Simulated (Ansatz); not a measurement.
(ZnCl2)n off (charge -1): PBE0-D4/def2-TZVPD single points in Ansatz on relaxed structures, gas phase. Each cluster is the lowest isomer that a short search found in that spin, judged at the geometry's level, and lower ones may exist. HOMO and LUMO are taken over both spins. Singlets are spin-restricted. The spins of the ions were chosen, not always searched. A dash marks a value that wasn't run or was left out as unsound. The structures are stationary points that may keep the symmetry of their start. Remarks come from the PBE and PBE0 runs and from stability tests at other levels; not every state was tested. A HOMO above zero means that the electron is unbound at that level and held by the basis, or that self-interaction error raises the level; the energy of removing that electron tells which. HOMO above LUMO (over both spins in singlets and doublets, within one spin in higher multiplets; at PBE or PBE0), or a gap under 0.15 eV within one spin, warns that the state may not be the lowest or that an electron is smeared out.

```json
{"species": "ZnCl3⁻", "atoms": "4", "state": "singlet", "geometry": "PBE-D4/def2-SVPD", "HOMO (eV)": "-4.08", "vertical IE (eV)": "5.94", "lowest of the spins relaxed": "singlet, of singlet/quintet", "point group (within 0.1 Å)": "D3h", "remarks": "gap within one spin near zero at PBE or PBE0 (neutral doublet), HOMO above zero (quintet), gap within one spin near zero at PBE or PBE0 (quintet)"}
{"species": "Zn2Cl5⁻", "atoms": "7", "state": "singlet", "geometry": "PBE-D4/def2-SVPD", "HOMO (eV)": "-5.01", "vertical IE (eV)": "–", "lowest of the spins relaxed": "–", "point group (within 0.1 Å)": "D3h", "remarks": "–"}
```

(1) Estimate the rows for ZnCl2⁻ (doublet; oxidised ion singlet, r2SCAN-D4/def2-TZVPD geometry).

(1) 
```csv
species,atoms,state,geometry,HOMO (eV),vertical IE (eV),lowest of the spins relaxed,point group (within 0.1 Å),remarks
ZnCl2⁻,3,doublet; oxidised ion singlet,r2SCAN-D4/def2-TZVPD,-0.43,2.32,"doublet, of doublet/quartet",C2v,"HOMO above zero at PBE or PBE0, HOMO above zero (quartet)"
```
